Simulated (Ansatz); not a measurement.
Species: HgBr, charge 0, doublet. HgBr (parent SMILES [Hg][Br], doublet).
B3LYP-D3(BJ)/def2-TZVP minimum from Ansatz (a quantum-chemistry and plane-wave program):
```xyz
2

Hg     0.0000     0.0000    -0.7963
Br     0.0000     0.0000     1.8201
```
Charge 0, spin multiplicity 2.

Atomisation energy term by term, kcal/mol (programs: Ansatz). Open shells are spin-unrestricted; no spin-orbit coupling. Correlated methods leave the cores frozen (noble-gas shells, and filled d and f shells in the p block). Past Kr the def2 sets carry scalar-relativistic core potentials. CBS(X,Y): correlation extrapolated as X^-3, Hartree-Fock from the larger set. A bracket is a step between two methods taken in the basis named. Spin-orbit terms, left out, reach several kcal/mol for Br and I, and more for heavier atoms. The UHF reference of BrHg (parent SMILES [Br][Hg], doublet) is spin-contaminated (<S^2> up to 0.03 over the pure value in the sets run). The spin of BrHg (parent SMILES [Br][Hg], doublet) was assumed, and the state is the lowest solution found for it.

| term | basis | kcal/mol |
|---|---|---|
| Hartree-Fock | def2-QZVPP | 11.50 |
| CCSD correlation | CBS(def2-TZVPP,def2-QZVPP) | 5.31 |
| (T) | CBS(def2-TZVPP,def2-QZVPP) | 1.42 |
| CCSDT(Q) - CCSD(T) | def2-TZVPP | 0.28 |
| sum: De |  | 18.5 |

The step beyond CCSD(T) by other levels: CCSDT(Q) in def2-SVP 0.18 kcal/mol.
